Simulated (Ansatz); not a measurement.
C2H6AlClO, relaxed with RKS PBE-D4/def2-SVP in Ansatz from a rough embedded geometry. The force threshold is 0.03 eV/Å; the program also tests the step.

Total charge 0; spin multiplicity 1. The bonds changed during the relaxation, so this is another structure than the one it started from.

Start:

```xyz
11

C    -1.638    0.445    0.605
O    -0.417    0.791    0.113
C     0.211   -0.358   -0.326
Al    2.220   -0.139   -0.287
Cl   -0.218   -0.735   -2.012
H    -1.644   -0.158    1.518
H    -2.305   -0.074   -0.174
H    -2.221    1.367    0.866
H     0.039   -1.272    0.258
H     3.136   -1.007    0.587
H     2.838    1.138   -1.148
```

**Question.** How much energy does the relaxation release, and in how many steps? (Estimate.)

**Answer.** Computed: 1.09 eV, in 13 steps, 1 of them rejected.

**Question.** Which bonds change most? (An estimate is asked.)

**Answer.** The calculation gave: Al4–Cl5 from 3.045 to 2.291 Å; C1–O2 from 1.361 to 1.445 Å; O2–C3 from 1.382 to 1.302 Å; Al4–H10 from 1.535 to 1.600 Å.

**Question.** Give the relaxed structure. (An estimate is asked.)

**Answer.** Ansatz gave: 
```xyz
11

C    -1.846    0.512    0.556
O    -0.431    0.764    0.410
C     0.395   -0.242    0.355
Al    2.175   -0.160   -0.618
Cl    0.527   -1.079   -1.918
H    -2.021   -0.296    1.295
H    -2.242    0.214   -0.436
H    -2.313    1.456    0.888
H    -0.055   -1.211    0.688
H     3.221   -1.262   -0.116
H     2.590    1.304   -1.105
```
